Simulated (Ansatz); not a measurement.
Abridged output of a molecular run in Ansatz:

```
Functional definition: HF
1560 factors; integrals over basis functions are off by at most 7.3e-4 eV
mean field evaluation 1: about -31650.9618 eV, gradient 2.9e1 eV
mean field evaluation 2: about -31651.2889 eV, gradient 2.9e1 eV
mean field evaluation 4: about -31654.3005 eV, gradient 4.3e0 eV
mean field evaluation 8: about -31654.3917 eV, gradient 5.3e-1 eV
mean field evaluation 16: about -31654.3942 eV, gradient 1.8e-6 eV
mean field -31654.39420967 eV, -1163.2775310862 hartree, gradient 1.8e-6 eV, S^2 0.000000; 0 other end points of the search recorded, 0 dependent functions left out; unrestricted orbitals would lower it
17 core orbitals not correlated: weight in the atoms' cores, before any rotation towards them, 1.000 or more for the frozen orbitals, at most 0.000 for the correlated occupied ones
reference -31654.39420967 eV, -1163.2775310862 hartree; 15, 15 occupied and 240, 240 virtual orbitals, 1560 factors
second order -22.09540425 eV of doubles, -0.00000000 eV of singles
cycle   1  -22.85905344 eV  change   -7.6e-1 eV  update   1.3e-1
cycle   2  -23.52398040 eV  change   -6.6e-1 eV  update   4.0e-2
cycle   3  -23.69328829 eV  change   -1.7e-1 eV  update   2.3e-2
cycle   4  -23.68310136 eV  change    1.0e-2 eV  update   6.8e-3
cycle   5  -23.67994369 eV  change    3.2e-3 eV  update   3.4e-3
cycle   6  -23.67982030 eV  change    1.2e-4 eV  update   9.9e-4
cycle   7  -23.67956951 eV  change    2.5e-4 eV  update   4.2e-4
cycle   8  -23.67968933 eV  change   -1.2e-4 eV  update   1.4e-4
cycle   9  -23.67974289 eV  change   -5.4e-5 eV  update   7.1e-5
cycle  10  -23.67971933 eV  change    2.4e-5 eV  update   3.2e-5
perturbative correction -1.19490382 eV, -0.0439119054 hartree
Total energy: -31679.26883281 eV, -1164.1916566262 hartree
```

Its atoms:

```xyz
11

C     0.2678   -0.9268   -1.5039
Si    0.4425    0.5869   -0.4375
C    -0.5717    0.3622    1.1554
S    -2.1290   -0.0928    1.0297
S     0.2761    0.6852    2.6157
H     0.6897   -1.8019   -1.0052
H     0.7885   -0.7866   -2.4541
H    -0.7877   -1.1176   -1.7054
H    -0.0917    1.8035   -1.1001
H     1.8634    0.8297   -0.0608
H    -0.7479    0.4584    3.4662
```

Question: Which basis set was used?
A. def2-QZVPP
B. cc-pV(D+d)Z
C. def2-TZVPP
D. def2-SVPD

Answer: C. It gives 272 functions.

Question: Write the keys of the input that set method, charge and spin (a neutral closed shell needs none for the last two).

Answer: 
```yaml
correlation: {method: ccsd_t}
```
